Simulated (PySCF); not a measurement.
Isomers of C4H12N2Si.

All values: CAM-B3LYP/def2-SVPD (PySCF) at GFN2-xTB geometries, gas phase, one conformer each. Core orbitals are frozen in the response; Δα² is half the sum of the squared differences of the principal polarisabilities.

Task: Rank by dipole moment, lowest first.
A. `[CH3:1][CH2:2][C@H:3]1[CH2:4][NH:5][SiH2:6][NH:7]1` with C1–C2–C3–C4 171°, C2–C3–C4–N5 157°, C3–C4–N5–Si6 -31°, C4–N5–Si6–N7 13°, N5–Si6–N7–C3 10°
B. `[CH3:1][N:2]1[CH2:3][CH2:4][Si@@:5]1([CH3:6])[NH2:7]` with C4–Si5–N7–H -108° and 37°
C. `[CH2:1]=[C:2]([SiH2:3][NH2:4])[N:5]([CH3:6])[CH3:7]` with C1–C2–Si3–N4 -136°, C2–Si3–N4–H 176° and 41°
D. `[SiH3:1][NH:2][N:3]1[CH2:4][CH2:5][CH2:6][CH2:7]1` with Si1–N2–N3–C4 147°, N2–N3–C4–C5 167°, N3–C4–C5–C6 -24°, C4–C5–C6–C7 0°, C5–C6–C7–N3 25°
E. `[CH3:1][C@@H:2]1[CH2:3][CH2:4][NH:5][N:6]1[SiH3:7]` with C1–C2–C3–C4 -108°, C2–C3–C4–N5 -31°, C3–C4–N5–N6 39°, C4–N5–N6–Si7 167°
F. `[CH2:1]=[CH:2][CH2:3][N:4]([CH3:5])[NH:6][SiH3:7]` with C1–C2–C3–N4 132°, C2–C3–N4–C5 174°, C3–N4–N6–Si7 137°

Result: A (0.70 D), B (0.88 D), C (1.25 D), F (1.51 D), D (1.69 D), E (2.05 D).

Task: Rank by polarisability anisotropy Δα, lowest first.
A. `[CH3:1][N:2]1[CH2:3][CH2:4][CH2:5][N:6]1[SiH3:7]` with C1–N2–C3–C4 85°, N2–C3–C4–C5 21°, C3–C4–C5–N6 3°, C4–C5–N6–Si7 170°
B. `[CH3:1][C@@H:2]1[CH2:3][CH2:4][NH:5][N:6]1[SiH3:7]` with C1–C2–C3–C4 -108°, C2–C3–C4–N5 -31°, C3–C4–N5–N6 39°, C4–N5–N6–Si7 167°
C. `[CH2:1]=[C:2]([SiH2:3][NH2:4])[N:5]([CH3:6])[CH3:7]` with C1–C2–Si3–N4 -136°, C2–Si3–N4–H 176° and 41°
D. `[CH2:1]=[CH:2][CH2:3][N:4]([CH3:5])[NH:6][SiH3:7]` with C1–C2–C3–N4 132°, C2–C3–N4–C5 174°, C3–N4–N6–Si7 137°
E. `[CH3:1][N:2]1[CH2:3][CH2:4][Si@@:5]1([CH3:6])[NH2:7]` with C4–Si5–N7–H -108° and 37°

Result: E (1.98 Å³), A (2.37 Å³), B (2.59 Å³), D (3.12 Å³), C (3.98 Å³).

Task: Rank by HOMO–LUMO gap, highest first.
A. `[CH3:1][CH2:2][C@H:3]1[CH2:4][NH:5][SiH2:6][NH:7]1` with C1–C2–C3–C4 171°, C2–C3–C4–N5 157°, C3–C4–N5–Si6 -31°, C4–N5–Si6–N7 13°, N5–Si6–N7–C3 10°
B. `[CH3:1][N:2]1[CH2:3][CH2:4][CH2:5][N:6]1[SiH3:7]` with C1–N2–C3–C4 85°, N2–C3–C4–C5 21°, C3–C4–C5–N6 3°, C4–C5–N6–Si7 170°
C. `[CH2:1]=[CH:2][CH2:3][N:4]([CH3:5])[NH:6][SiH3:7]` with C1–C2–C3–N4 132°, C2–C3–N4–C5 174°, C3–N4–N6–Si7 137°
D. `[CH2:1]=[C:2]([SiH2:3][NH2:4])[N:5]([CH3:6])[CH3:7]` with C1–C2–Si3–N4 -136°, C2–Si3–N4–H 176° and 41°
E. `[CH3:1][NH:2][N:3]([SiH3:4])[CH:5]1[CH2:6][CH2:7]1` with C1–N2–N3–Si4 -95°, N2–N3–C5–C6 -166°

Result: C (9.34 eV), A (9.18 eV), E (8.86 eV), B (8.39 eV), D (8.13 eV).

All values together:

| SMILES | μ (D) | HOMO (eV) | LUMO (eV) | α (Å³) | Δα (Å³) |
| --- | --- | --- | --- | --- | --- |
| C=C([SiH2]N)N(C)C | 1.25 | -7.04 | 1.09 | 13.85 | 3.98 |
| CN1CCCN1[SiH3] | 1.78 | -7.22 | 1.17 | 12.95 | 2.37 |
| CC[C@H]1CN[SiH2]N1 | 0.70 | -7.93 | 1.25 | 12.75 | 3.14 |
| CNN([SiH3])C1CC1 | 1.83 | -7.51 | 1.34 | 12.97 | 2.24 |
| [SiH3]NN1CCCC1 | 1.69 | -7.94 | 1.20 | 13.18 | 3.26 |
| C[C@@H]1CCNN1[SiH3] | 2.05 | -7.34 | 1.16 | 13.04 | 2.59 |
| C=CCN(C)N[SiH3] | 1.51 | -8.14 | 1.19 | 13.81 | 3.12 |
| CN1CC[Si@@]1(C)N | 0.88 | -7.31 | 1.10 | 12.97 | 1.98 |

Conformers: `[CH2:1]=[C:2]([SiH2:3][NH2:4])[N:5]([CH3:6])[CH3:7]` with C1–C2–Si3–N4 -136°, C2–Si3–N4–H 176° and 41°; `[CH3:1][N:2]1[CH2:3][CH2:4][CH2:5][N:6]1[SiH3:7]` with C1–N2–C3–C4 85°, N2–C3–C4–C5 21°, C3–C4–C5–N6 3°, C4–C5–N6–Si7 170°; `[CH3:1][CH2:2][C@H:3]1[CH2:4][NH:5][SiH2:6][NH:7]1` with C1–C2–C3–C4 171°, C2–C3–C4–N5 157°, C3–C4–N5–Si6 -31°, C4–N5–Si6–N7 13°, N5–Si6–N7–C3 10°; `[CH3:1][NH:2][N:3]([SiH3:4])[CH:5]1[CH2:6][CH2:7]1` with C1–N2–N3–Si4 -95°, N2–N3–C5–C6 -166°; `[SiH3:1][NH:2][N:3]1[CH2:4][CH2:5][CH2:6][CH2:7]1` with Si1–N2–N3–C4 147°, N2–N3–C4–C5 167°, N3–C4–C5–C6 -24°, C4–C5–C6–C7 0°, C5–C6–C7–N3 25°; `[CH3:1][C@@H:2]1[CH2:3][CH2:4][NH:5][N:6]1[SiH3:7]` with C1–C2–C3–C4 -108°, C2–C3–C4–N5 -31°, C3–C4–N5–N6 39°, C4–N5–N6–Si7 167°; `[CH2:1]=[CH:2][CH2:3][N:4]([CH3:5])[NH:6][SiH3:7]` with C1–C2–C3–N4 132°, C2–C3–N4–C5 174°, C3–N4–N6–Si7 137°; `[CH3:1][N:2]1[CH2:3][CH2:4][Si@@:5]1([CH3:6])[NH2:7]` with C4–Si5–N7–H -108° and 37°.
